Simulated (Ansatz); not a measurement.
Geometry optimisation, RKS PBE-D4/def2-SVP (Ansatz 0.2.0).

Input:

```yaml
crystal:
  periodic: [false, false, false]
  atoms:
    - { symbol: Al, position_ang: [-0.784342, 0.704899, 0.029184] }
    - { symbol: H, position_ang: [-0.061598, 0.712855, -1.335998] }
    - { symbol: "N", position_ang: [-0.384326, 1.945534, 1.252876] }
    - { symbol: "N", position_ang: [-2.005494, -0.559403, 0.36444] }
    - { symbol: H, position_ang: [1.573367, -0.318712, -1.34412] }
    - { symbol: P, position_ang: [2.081738, -1.364062, -0.552128] }
    - { symbol: H, position_ang: [0.319398, 2.670117, 1.096346] }
    - { symbol: H, position_ang: [-0.744892, 2.017071, 2.20639] }
    - { symbol: H, position_ang: [-2.278537, -1.264845, -0.32366] }
    - { symbol: H, position_ang: [-2.51246, -0.718809, 1.238253] }
    - { symbol: H, position_ang: [3.337602, -1.457383, -1.254469] }
    - { symbol: H, position_ang: [1.459444, -2.367461, -1.377214] }
basis:
  gaussian: { orbitals: def2-SVP }
hamiltonian:
  xc: pbe
  dispersion: d4
relax:
  f_tol: 0.03
  max_steps: 50
output:
  orbitals: {}
```

Command:

```bash
$ ansatz run input.yaml --threads 2 --pin off --max-ram 3072MiB --backend cpu --events-out ev --progress --plain --runs-dir out
```

Where does it end, and by what steps?

It converged. After 24 steps the energy has fallen by 0.364 eV; H11 moved furthest, 2.23 Å. Joined: Al1–P6.

```csv
step,energy less start (eV),largest force component (eV/Å),accepted
0,0.0000,0.710,yes
1,-0.0883,0.217,yes
2,-0.1173,0.088,yes
3,-0.1323,0.165,yes
4,-0.1397,0.118,yes
5,-0.1403,0.665,yes
6,-0.1643,0.358,yes
7,-0.1881,0.160,yes
8,-0.2053,0.071,yes
9,-0.2264,0.297,yes
10,-0.2418,0.302,yes
11,-0.2535,0.437,yes
12,-0.2689,0.291,yes
13,-0.2894,0.090,yes
14,-0.3011,0.323,yes
15,-0.3127,0.508,yes
16,-0.3295,0.344,yes
17,-0.3386,0.219,yes
18,-0.3521,0.168,yes
19,-0.3572,0.103,yes
20,-0.3601,0.050,yes
21,-0.3618,0.080,yes
22,-0.3629,0.063,yes
23,-0.3634,0.033,yes
24,-0.3635,0.018,yes
```

```xyz
12
Properties=species:S:1:pos:R:3
Al -0.734 0.757 -0.177
H -1.103 1.326 -1.627
N -0.162 1.880 1.104
N -1.394 -0.862 0.321
H 2.727 -0.722 -1.389
P 1.383 -0.791 -0.861
H 0.179 2.828 0.931
H -0.104 1.675 2.103
H -2.068 -1.387 -0.242
H -1.387 -1.237 1.272
H 1.712 -1.603 0.271
H 0.950 -1.865 -1.703
```

Run time: 33 s on 2 threads of Intel(R) Xeon(R) Platinum 8488C (Sapphire Rapids) (shared host), peak memory 0.17 GiB.
